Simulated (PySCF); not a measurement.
# Computed records: CH7GeNSi, Ge2H6N2, ClGeH3N, BGeH2NO and others

Calculation on a computer-drawn molecule: optimised geometry and harmonic frequencies of an isolated molecule of the commonest isotopes, restricted reference for singlets and unrestricted otherwise, frozen core in MP2; on germanium a core potential holds 10 electrons, which the energies leave out, and 3d is frozen in MP2 and coupled-cluster steps. Program: PySCF 2.14.0.

Common to all runs: basis and core potential on germanium cc-pVDZ-PP ECP10MDF.

(1) CH7GeNSi

Start structure:
```xyz
11
CH7GeNSi
N      0.5936    -0.7975     0.6652
Ge     0.5158     0.4277    -0.6424
C     -1.0341     1.4609    -0.8971
Si    -2.6725     0.5949    -1.0156
H      1.4192    -1.2542     0.8231
H     -0.1948    -1.4074     0.7178
H      1.8813     1.1227    -0.5056
H     -0.9592     2.2215    -1.6781
H     -2.7909    -0.3786     0.1665
H     -2.9306    -0.2099    -2.2185
H     -3.7297     1.5104    -0.8942
```

| Property | Result |
| --- | --- |
| charge | 0 |
| multiplicity | 1 |
| method | HF |
| basis | cc-pV(D+d)Z |
| rotational constants | 8.08, 1.814, 1.508 GHz |
| total energy | -678.6649 hartree |
| convergence status largest gradient component | 1.957e-05 hartree/bohr |

Drawn bonds:
```tsv
atom	other atom	order
1	2	1
2	3	2
3	4	1
1	5	1
1	6	1
2	7	1
3	8	1
4	9	1
4	10	1
4	11	1
```

Optimised structure:
```xyz
11
CH7GeNSi
N      0.5499    -0.7303     0.7846
Ge     0.4778     0.6158    -0.4064
C     -0.9747     1.2225    -1.2083
Si    -2.6720     0.5365    -1.0437
H      1.4094    -1.2373     0.8789
H     -0.2435    -1.3367     0.8768
H      1.8809     1.1800    -0.5652
H     -0.8034     2.0923    -1.8367
H     -2.6332    -0.6710    -0.1735
H     -3.2558     0.1282    -2.3489
H     -3.6373     1.4907    -0.4366
```

Modes:
```tsv
frequency (cm⁻¹)	reduced mass (dalton)
125.6	1.626
132	1.748
166.8	3.108
257.6	2.066
270.8	1.583
417.5	1.335
514.7	1.05
590.3	2.228
659.7	1.059
716.9	1.334
745.9	1.258
770	2.902
846.8	1.634
969.1	1.651
970.5	1.256
1019	1.043
1041	1.077
1061	1.059
1226	1.982
1684	1.107
2260	1.048
2260	1.049
2279	1.02
2288	1.021
3309	1.086
3771	1.049
3878	1.098
```

(2) Ge2H6N2

Start structure:
```xyz
10
Ge2H6N2
N      0.0774     1.0641     1.5574
Ge     1.7374     1.2476     0.8843
N      2.5497     0.6835    -0.4746
Ge     1.9122    -0.5826    -1.7208
H     -0.2177     1.4329     2.4485
H     -0.5615     0.4650     1.1435
H      2.4677     2.2697     1.7756
H      0.6460    -0.0190    -2.3956
H      1.4612    -1.8484    -1.1764
H      3.0039    -0.6541    -2.7123
```

| Property | Result |
| --- | --- |
| charge | 0 |
| multiplicity | 1 |
| method | HF |
| basis | cc-pVDZ |
| rotational constants | 8.67, 1.09, 0.9805 GHz |
| total energy | -699.1072 hartree |
| convergence status largest gradient component | 2.924e-05 hartree/bohr |

Drawn bonds:
```tsv
atom	other atom	order
1	2	1
2	3	2
3	4	1
1	5	1
1	6	1
2	7	1
4	8	1
4	9	1
4	10	1
```

Optimised structure:
```xyz
10
Ge2H6N2
N      0.2756     0.7929     1.6986
Ge     1.6630     1.4528     0.7918
N      2.3062     0.9570    -0.6694
Ge     1.8111    -0.4070    -1.7661
H      0.0195     1.1180     2.6098
H     -0.2228    -0.0256     1.4091
H      2.2140     2.6282     1.5774
H      1.3847     0.1491    -3.1330
H      0.6292    -1.2443    -1.2169
H      2.9958    -1.3624    -1.9717
```

Modes:
```tsv
frequency (cm⁻¹)	reduced mass (dalton)
43.9	1.277
93.28	5.069
102.1	1.144
151.9	2.96
247.4	5.049
375.7	1.154
521.2	4.895
597.3	1.056
686.7	1.193
698.4	1.124
771.1	1.502
779.4	2.753
928.7	1.18
958.7	1.022
959.2	1.072
966.9	1.035
1156	7.964
1666	1.118
2129	1.021
2188	1.024
2218	1.014
2301	1.02
3789	1.048
3906	1.1
```

(3) ClGeH3N

Start structure:
```xyz
6
ClGeH3N
N      0.9825    -0.3053     2.0679
Ge    -0.4259     0.9059     2.4982
Cl    -2.0521    -0.1456     1.7555
H      1.9217    -0.0876     2.2018
H      0.8259    -1.2912     2.2004
H     -0.0719     2.0113     1.3531
```

| Property | Result |
| --- | --- |
| charge | 0 |
| multiplicity | 2 |
| method | HF |
| basis | cc-pV(D+d)Z |
| rotational constants | 12.54, 3.428, 2.753 GHz |
| total energy | -809.1063 hartree |
| spin squared | 0.7612 |
| convergence status largest gradient component | 3.791e-06 hartree/bohr |

Drawn bonds:
```tsv
atom	other atom	order
1	2	1
2	3	1
1	4	1
1	5	1
2	6	1
```

Optimised structure:
```xyz
6
ClGeH3N
N      1.0019    -0.3662     1.9754
Ge    -0.3185     0.8455     2.3546
Cl    -2.1774    -0.1259     1.7350
H      1.9351    -0.0627     2.1992
H      0.8585    -1.2876     2.3528
H     -0.1193     2.0845     1.4599
```

Modes:
```tsv
frequency (cm⁻¹)	reduced mass (dalton)
141	1.466
232.4	2.119
408.3	30.93
584.5	1.391
651.7	1.181
701.5	1.484
733.4	1.586
942.5	1.152
1686	1.099
2139	1.021
3730	1.051
3829	1.095
```

(4) ClGeH3N

Start structure:
```xyz
6
ClGeH3N
N      1.0019    -0.3662     1.9754
Ge    -0.3185     0.8455     2.3546
Cl    -2.1774    -0.1259     1.7350
H      1.9351    -0.0627     2.1992
H      0.8585    -1.2876     2.3528
H     -0.1193     2.0845     1.4599
```

| Quantity | Value |
| --- | --- |
| charge | 0 |
| multiplicity | 2 |
| method | MP2 |
| basis | cc-pV(D+d)Z |
| rotational constants | 12.31, 3.42, 2.741 GHz |
| total energy | -809.4955 hartree |
| spin squared | 0.7622 |
| convergence status largest gradient component | 1.869e-05 hartree/bohr |

Drawn bonds:
```tsv
atom	other atom	order
1	2	1
2	3	1
1	4	1
1	5	1
2	6	1
```

Optimised structure:
```xyz
6
ClGeH3N
N      1.0073    -0.3785     1.9319
Ge    -0.3268     0.8394     2.3620
Cl    -2.1859    -0.1202     1.7342
H      1.9366    -0.0487     2.2105
H      0.8614    -1.2897     2.3755
H     -0.1124     2.0852     1.4628
```

Modes:
```tsv
frequency (cm⁻¹)	reduced mass (dalton)
135.7	1.611
225.6	1.926
411.3	29.09
588.9	1.362
618.4	1.165
663	1.606
708.6	1.521
897	1.138
1562	1.097
2085	1.021
3519	1.051
3630	1.092
```

(5) BGeH2NO

Start structure:
```xyz
6
BGeH2NO
N     -0.8810    -1.7576     0.7379
Ge     0.3904    -0.7317     1.4377
B      1.7424    -2.4161     1.4691
O      2.5678    -3.3407     1.5305
H     -1.8131    -1.3546     0.4929
H     -0.9255    -2.7348     0.4709
```

| Property | Result |
| --- | --- |
| charge | 0 |
| multiplicity | 1 |
| method | HF |
| basis | cc-pVDZ |
| rotational constants | 11.26, 2.685, 2.168 GHz |
| total energy | -448.6025 hartree |
| convergence status largest gradient component | 2.754e-05 hartree/bohr |

Drawn bonds:
```tsv
atom	other atom	order
1	2	1
2	3	1
3	4	2
1	5	1
1	6	1
```

Optimised structure:
```xyz
6
BGeH2NO
N     -0.9344    -1.7540     0.7109
Ge     0.4020    -0.7733     1.4255
B      1.7854    -2.4283     1.4887
O      2.5721    -3.3194     1.5372
H     -1.8226    -1.3337     0.5077
H     -0.9216    -2.7269     0.4691
```

Modes:
```tsv
frequency (cm⁻¹)	reduced mass (dalton)
135.9	4.942
277.6	5.874
360.1	15.96
431.6	7.39
506.7	1.228
589.3	1.122
747.8	5.494
842.9	1.229
1693	1.114
2103	12.47
3768	1.05
3875	1.099
```

(6) BGeH2NO

Start structure:
```xyz
6
BGeH2NO
N     -0.9344    -1.7540     0.7109
Ge     0.4020    -0.7733     1.4255
B      1.7854    -2.4283     1.4887
O      2.5721    -3.3194     1.5372
H     -1.8226    -1.3337     0.5077
H     -0.9216    -2.7269     0.4691
```

| Item | Value |
| --- | --- |
| charge | 0 |
| multiplicity | 1 |
| method | MP2 |
| basis | cc-pVDZ |
| rotational constants | 10.81, 2.686, 2.152 GHz |
| total energy | -449.1126 hartree |
| convergence status largest gradient component | 2.884e-05 hartree/bohr |

Drawn bonds:
```tsv
atom	other atom	order
1	2	1
2	3	1
3	4	2
1	5	1
1	6	1
```

Optimised structure:
```xyz
6
BGeH2NO
N     -0.9259    -1.7569     0.7132
Ge     0.4149    -0.7429     1.4377
B      1.7628    -2.4106     1.4852
O      2.5598    -3.3399     1.5278
H     -1.8320    -1.3388     0.5032
H     -0.8987    -2.7464     0.4720
```

Modes:
```tsv
frequency (cm⁻¹)	reduced mass (dalton)
123.6	4.971
250.5	6.198
351.3	13.17
397	7.93
496.3	1.231
602.8	1.109
712.5	5.228
773.2	1.246
1558	1.117
1879	12.45
3568	1.049
3692	1.099
```

(7) AlGeH3N

Start structure:
```xyz
6
AlGeH3N
N      0.5032     1.7638    -1.4607
Ge    -0.4789     1.5822    -0.1647
Al    -1.7568    -0.2881     1.0249
H      0.8601     1.1640    -2.1498
H     -0.7083     2.8337     0.5355
H     -2.4611    -1.5095     1.5608
```

| Quantity | Value |
| --- | --- |
| charge | 1 |
| multiplicity | 1 |
| method | HF |
| basis | cc-pV(D+d)Z |
| rotational constants | 18.05, 2.874, 2.479 GHz |
| total energy | -591.1503 hartree |
| convergence status largest gradient component | 1.907e-05 hartree/bohr |

Drawn bonds:
```tsv
atom	other atom	order
1	2	2
2	3	1
1	4	1
2	5	1
3	6	1
```

Optimised structure:
```xyz
6
AlGeH3N
N      0.4847     1.6638    -1.4692
Ge    -0.4668     1.8224    -0.1088
Al    -1.6314    -0.2353     0.8414
H      0.5865     0.7561    -1.8978
H     -0.7257     3.0965     0.6527
H     -2.2890    -1.5574     1.3276
```

Modes:
```tsv
frequency (cm⁻¹)	reduced mass (dalton)
137.4	4.088
283.2	14.47
287	1.23
387.7	1.142
388.6	1.196
704.8	1.035
798.1	1.062
862.4	1.554
1015	3.047
2111	1.046
2336	1.021
3776	1.078
```

(8) AlGeH3N

Start structure:
```xyz
6
AlGeH3N
N      0.4847     1.6638    -1.4692
Ge    -0.4668     1.8224    -0.1088
Al    -1.6314    -0.2353     0.8414
H      0.5865     0.7561    -1.8978
H     -0.7257     3.0966     0.6527
H     -2.2890    -1.5574     1.3276
```

| Quantity | Value |
| --- | --- |
| charge | 1 |
| multiplicity | 1 |
| method | MP2 |
| basis | cc-pV(D+d)Z |
| rotational constants | 18.57, 2.8, 2.433 GHz |
| total energy | -591.4705 hartree |
| convergence status largest gradient component | 2.748e-05 hartree/bohr |

Drawn bonds:
```tsv
atom	other atom	order
1	2	2
2	3	1
1	4	1
2	5	1
3	6	1
```

Optimised structure:
```xyz
6
AlGeH3N
N      0.5238     1.7087    -1.5090
Ge    -0.4889     1.7867    -0.0895
Al    -1.6713    -0.2163     0.9026
H      0.5992     0.7559    -1.9154
H     -0.7149     3.1010     0.6392
H     -2.2896    -1.5898     1.3179
```

Modes:
```tsv
frequency (cm⁻¹)	reduced mass (dalton)
114.5	3.898
276.1	16.08
288.9	1.17
345.7	1.209
363.1	1.215
662.7	1.041
734.2	1.064
750.3	6.243
907.4	1.218
2046	1.046
2259	1.021
3429	1.077
```
